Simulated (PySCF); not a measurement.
**Zn²⁺ (zinc, charge +2) across methods**

[Ar] 3d9 4p1, one real determinant (an excited configuration). All numbers are calculated (PySCF 2.14, a scalar-relativistic core potential, in aug-cc-pVQZ-PP with ECP10MDF).

| method | E (hartree) | mean ε 3d α (eV) | mean ε 3d β (eV) | mean ε 4p α (eV) | Σ⟨r²⟩ (bohr²) | ⟨S²⟩ |
| --- | --- | --- | --- | --- | --- | --- |
| LDA | -225.0396 | -40.562 | -39.124 | -19.301 | 19.62 | 2.000 |
| PBE | -225.4736 | -40.292 | -38.974 | -19.242 | 19.65 | 2.000 |
| r2SCAN | -225.3772 | -40.614 | -39.200 | -19.477 | 19.54 | 2.001 |
| PBE0 | -225.4403 | -43.604 | -42.168 | -20.003 | 19.65 | 2.000 |
| MN15 | -225.8352 | -45.483 | -44.085 | -20.122 | 19.78 | 2.001 |
| TPSSh | -225.4109 | -41.576 | -40.200 | -19.495 | 19.64 | 2.000 |
| BHandHLYP | -225.3436 | -46.837 | -45.347 | -20.659 | 19.66 | 2.001 |
| UHF | -224.49718 | -52.549 | -50.702 | -21.768 | 19.90 | 2.001 |

⟨L²⟩ = 8.01 against 12 for a pure F term, so this real determinant mixes terms. Energies and moments cover only the electrons outside the core potential.
